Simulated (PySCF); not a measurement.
H3MnO3, neutral, multiplicity 5. Atoms are numbered in the order given.

```xyz
7

Mn     0.1067     0.0932     0.0106
O     -1.0917    -1.2254    -0.0558
H     -1.9199    -0.9003    -0.4639
O     -0.5900     1.5241    -0.8169
H     -0.9747     1.5657    -1.7105
O      1.5128    -0.5094     0.9270
H      1.5772    -1.3105     1.4760
```
Charge 0, spin multiplicity 5.

Geometry: PBE-D3(BJ)/def2-SVP. The multiplicity is an assumed one; other spin states were not compared. One conformer was computed; it need not be the lowest.

Level of theory: PBE-D3(BJ)/def2-SVP (PySCF 2.14.0).

Frequencies are harmonic and unscaled.

Task: List the normal modes with their intensities. (Estimate from the structure and the level; the computed values follow.)

Result: 
```
mode  ν (cm⁻¹)  IR (km/mol)  moving atoms (share of kinetic energy)
----  --------  -----------  --------------------------------------
1           71         35.5                          O 53 %, H 39 %
2          141          6.3                 Mn 41 %, O 39 %, H 20 %
3          152          4.0                 O 67 %, Mn 20 %, H 13 %
4          200        152.0                          H 69 %, O 25 %
5          222         40.0                          H 88 %, O 12 %
6          336        121.4                          H 88 %, O 11 %
7          504        193.6                          H 75 %, O 24 %
8          553        134.1                          H 68 %, O 31 %
9          635         10.3                          O 81 %, H 19 %
10         687        109.4                         O 72 %, Mn 27 %
11         711        111.1                 O 42 %, H 35 %, Mn 22 %
12         816         76.0                 H 64 %, O 20 %, Mn 16 %
13        3672         48.4                                  H 94 %
14        3739         84.4                                  H 94 %
15        3749         72.1                                  H 94 %
```
